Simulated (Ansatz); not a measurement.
Ansatz (an electronic-structure program) input file for C2Ti, SMILES [C]1[C][Ti]1 (connectivity only; charge and spin as stated), neutral, multiplicity 3, PBE-D3(BJ)/def2-TZVP. 

Ansatz 0.2 input:
```yaml
crystal:
  periodic: [false, false, false]
  atoms:
    - {symbol: Ti, position_ang: [0.00000000, 0.00000000, -0.66268044]}
    - {symbol: C, position_ang: [0.00000000, 0.64165762, 1.21491415]}
    - {symbol: C, position_ang: [0.00000000, -0.64165762, 1.21491415]}
basis:
  gaussian:
    orbitals: def2-TZVP
hamiltonian:
  xc: pbe
  dispersion: d3bj
magnetization: {spin_polarized: true, initial_magnetization: 2}
relax: {f_tol: 0.002, max_steps: 200}
```

Program output:

```
WARN ansatz: RAYON_NUM_THREADS=1 ignored (pool sized by the plan → 1); use --threads N
Functional definition: PBE
integrals: 0.03 GiB planned
773 factors; their error is unknown
mean field: 0.34 GiB planned
mean field evaluation 1: about -25157.2939 eV, gradient 5.8e1 eV
mean field evaluation 2: about -24718.7989 eV, gradient 2.6e2 eV
mean field evaluation 4: about -25171.7878 eV, gradient 2.7e1 eV
mean field evaluation 8: about -25175.6751 eV, gradient 3.7e0 eV
mean field evaluation 16: about -25175.7328 eV, gradient 3.5e-2 eV
mean field evaluation 32: about -25175.7532 eV, gradient 1.3e0 eV
mean field evaluation 64: about -25175.7328 eV, gradient 1.3e-1 eV
mean field evaluation 96: about -25175.7328 eV, gradient 1.7e-6 eV
mean field evaluation 128: about -25175.7067 eV, gradient 5.5e-1 eV
mean field evaluation 160: about -25175.4329 eV, gradient 1.4e0 eV
mean field evaluation 192: about -25175.7415 eV, gradient 3.0e0 eV
mean field evaluation 224: about -25175.7799 eV, gradient 6.0e-1 eV
mean field -25175.78751088 eV, -925.1931262632 hartree, gradient 9.2e-9 eV, S^2 2.019671; 21 other end points of the search recorded, 0 dependent functions left out
the calculation of the forces begins
reference -25175.78755136 eV, -925.1931277508 hartree; 18, 16 occupied and 89, 91 virtual orbitals, 773 factors
relax step   1: F+E_penalty+E_count = -25175.84130097 eV  Δ(F+E_penalty+E_count) = +0.000e0 eV  max|allowed force component| = 1.251e0 eV/Å  Δτ_max = 0.0000 Å  (1018 SCF iters, accepted)
these checks for a lower state are left out or cut short: starts, cluster_reference, orbital_swaps, neighbouring_geometries, increment
integrals: 0.03 GiB planned
773 factors; their error is unknown
mean field: 0.34 GiB planned
mean field evaluation 256: about -25175.8090 eV, gradient 1.0e0 eV
mean field -25175.80974121 eV, -925.1939432128 hartree, gradient 6.9e-6 eV, S^2 2.018048; 0 other end points of the search recorded, 0 dependent functions left out
the calculation of the forces begins
reference -25175.80978195 eV, -925.1939447098 hartree; 18, 16 occupied and 89, 91 virtual orbitals, 773 factors
relax step   2: F+E_penalty+E_count = -25175.86354467 eV  Δ(F+E_penalty+E_count) = -2.224e-2 eV  max|allowed force component| = 3.718e-1 eV/Å  Δτ_max = 0.0127 Å  (61 SCF iters, accepted)
these checks for a lower state are left out or cut short: starts, cluster_reference, orbital_swaps, neighbouring_geometries, increment
integrals: 0.03 GiB planned
773 factors; their error is unknown
mean field: 0.35 GiB planned
mean field evaluation 288: about -25175.8146 eV, gradient 4.8e-2 eV
mean field -25175.81460061 eV, -925.1941217924 hartree, gradient 1.6e-6 eV, S^2 2.016515; 1 other end points of the search recorded, 0 dependent functions left out
the calculation of the forces begins
reference -25175.81464154 eV, -925.1941232966 hartree; 18, 16 occupied and 89, 91 virtual orbitals, 773 factors
relax step   3: F+E_penalty+E_count = -25175.86841976 eV  Δ(F+E_penalty+E_count) = -4.875e-3 eV  max|allowed force component| = 6.039e-2 eV/Å  Δτ_max = 0.0133 Å  (204 SCF iters, accepted)
these checks for a lower state are left out or cut short: starts, cluster_reference, orbital_swaps, neighbouring_geometries, increment
integrals: 0.03 GiB planned
773 factors; their error is unknown
mean field: 0.34 GiB planned
mean field evaluation 320: about -25175.8146 eV, gradient 5.2e-5 eV
mean field -25175.81463203 eV, -925.1941229471 hartree, gradient 5.5e-9 eV, S^2 2.016539; 0 other end points of the search recorded, 0 dependent functions left out
the calculation of the forces begins
reference -25175.81467296 eV, -925.1941244513 hartree; 18, 16 occupied and 89, 91 virtual orbitals, 773 factors
relax step   4: F+E_penalty+E_count = -25175.86845080 eV  Δ(F+E_penalty+E_count) = -3.104e-5 eV  max|allowed force component| = 1.977e-2 eV/Å  Δτ_max = 0.0004 Å  (167 SCF iters, accepted)
these checks for a lower state are left out or cut short: starts, cluster_reference, orbital_swaps, neighbouring_geometries, increment
integrals: 0.03 GiB planned
773 factors; their error is unknown
mean field: 0.35 GiB planned
mean field evaluation 352: about -25175.8146 eV, gradient 2.2e-6 eV
mean field -25175.81463603 eV, -925.1941230942 hartree, gradient 2.2e-6 eV, S^2 2.016553; 0 other end points of the search recorded, 0 dependent functions left out
the calculation of the forces begins
reference -25175.81467696 eV, -925.1941245983 hartree; 18, 16 occupied and 89, 91 virtual orbitals, 773 factors
relax step   5: F+E_penalty+E_count = -25175.86845461 eV  Δ(F+E_penalty+E_count) = -3.802e-6 eV  max|allowed force component| = 2.495e-4 eV/Å  Δτ_max = 0.0002 Å  (108 SCF iters, accepted)
integrals: 0.03 GiB planned
773 factors; their error is unknown
mean field: 0.35 GiB planned
mean field evaluation 384: about -25175.7763 eV, gradient 2.2e-5 eV
mean field evaluation 416: about -25175.8146 eV, gradient 5.7e-3 eV
mean field evaluation 448: about -25174.8536 eV, gradient 1.3e1 eV
mean field evaluation 480: about -25175.6286 eV, gradient 1.4e0 eV
mean field evaluation 512: about -25175.0451 eV, gradient 7.8e-5 eV
mean field evaluation 544: about -25175.7767 eV, gradient 1.4e-2 eV
mean field evaluation 576: about -25175.0682 eV, gradient 6.7e-1 eV
mean field evaluation 608: about -25175.3075 eV, gradient 1.3e0 eV
mean field evaluation 640: about -25175.8015 eV, gradient 9.0e-2 eV
mean field evaluation 672: about -25175.5178 eV, gradient 2.3e0 eV
mean field -25175.81463603 eV, -925.1941230942 hartree, gradient 2.2e-6 eV, S^2 2.016553; 29 other end points of the search recorded, 0 dependent functions left out
the calculation of the forces begins
reference -25175.81467696 eV, -925.1941245983 hartree; 18, 16 occupied and 89, 91 virtual orbitals, 773 factors
Total energy: -25175.86849554 eV, -925.1961023943 hartree
Atom 0 at    -0.000000     0.000000    -0.636986 Å, force     0.000000     0.000000    -0.000250 eV/Å
Atom 1 at     0.000000     0.653745     1.202067 Å, force     0.000000    -0.000035     0.000125 eV/Å
Atom 2 at    -0.000000    -0.653745     1.202067 Å, force    -0.000000     0.000035     0.000125 eV/Å
Dipole moment:     0.000000     0.000000    -1.289185 e Å
```

Self-consistency was reached.
